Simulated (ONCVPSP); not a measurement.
**Ag: one change to an ONCV potential, before and after**

- Element: silver
- Generator: ONCVPSP 4.0.1
- Type: optimised norm-conserving Vanderbilt (ONCV)
- Functional: PBE
- Relativity: scalar-relativistic
- Frozen core: [Ar] 3d10
- Valence charge: 19
- Reference configuration: 4s2 4p6 4d10 5s1
- Partial waves: 4s+5s: rc 1.25 bohr, ncon 3, nbas 8, qcut 10.5 1/bohr, 2 projectors; 4p: rc 1.00 bohr, ncon 4, nbas 7, qcut 7.1 1/bohr, 1 projector; 4d: rc 1.75 bohr, ncon 4, nbas 8, qcut 9.7 1/bohr, 3 projectors, debl 3.9 Ha
- Local potential: polynomial inside 0.80 bohr (lpopt 5, dvloc0 1 Ha)
- Core correction: polynomial model core, fcfact 0.15

All-electron outer shells of the reference configuration (PBE, scalar-relativistic, ld1.x):

```
shell  level (eV)  outermost node (bohr)  outermost maximum (bohr)
   3d     -358.48                      –                      0.27
   4s      -95.05                   0.44                      0.82
   4p      -58.57                   0.44                      0.87
   4d       -7.44                   0.43                      1.04
   5s       -4.40                   1.11                      2.49
```

Change: core correction Teter function, fcfact 2.75, rcfact 1.8.

Cutoffs: the cutoffs (Ha) at which the residual kinetic energy of the hardest occupied pseudo-wave falls to 1 and 0.1 mHa per electron; they do not see the model core or the augmentation charge, which bear on the density cutoff. Errors are all-electron minus pseudo energies relative to the spin-unpolarised reference configuration.

Task: How do hardness, ghosts and transferability respond?

Result: The potential gets neither clearly harder nor softer (128 Ha and 152 Ha → 128 Ha and 152 Ha); of the 4 tests that both files solve, the error grows in 3 and shrinks in 0 by more than 15 % and 0.3 meV (median size 0.9 → 2.8 meV); neither file shows a bound ghost. A model core, the more so a compact one, raises the density cutoff, which this test does not measure.

| quantity | base | changed |
| --- | --- | --- |
| cutoff, loose | 128 Ha | 128 Ha |
| cutoff, tight | 152 Ha | 152 Ha |
| bound ghosts | none | none |
| GHOST(+) flags under 300 eV | s at 90.0 eV | s at 90.0 eV |
| error for 4s2 4p6 4d10 5s0, meV [ΔE 7.76 eV] | -1.1 | -1.5 |
| error for 4s2 4p6 4d9 5s0, meV [ΔE 29.87 eV] | -3.2 | -4.1 |
| error for 4s2 4p6 4d8 5s0, meV [ΔE 66.06 eV] | -0.6 | -5.5 |
| error for 4s2 4p6 4d10 5s0.5, meV [ΔE 3.02 eV] | -0.5 | -0.5 |
| s: phases at 1.27 bohr within 0.05 rad from the reference energy up to (Ha; the scan ends near 5) | n/a | n/a |
| p: phases at 1.02 bohr within 0.05 rad from the reference energy up to (Ha; the scan ends near 5) | 2.7 | 2.7 |
| d: phases at 1.77 bohr within 0.05 rad from the reference energy up to (Ha; the scan ends near 5) | to the end of the scan | to the end of the scan |
| rms error of d²Exc/dni dnj with the model core, mHa | 0.29 | 2.59 |
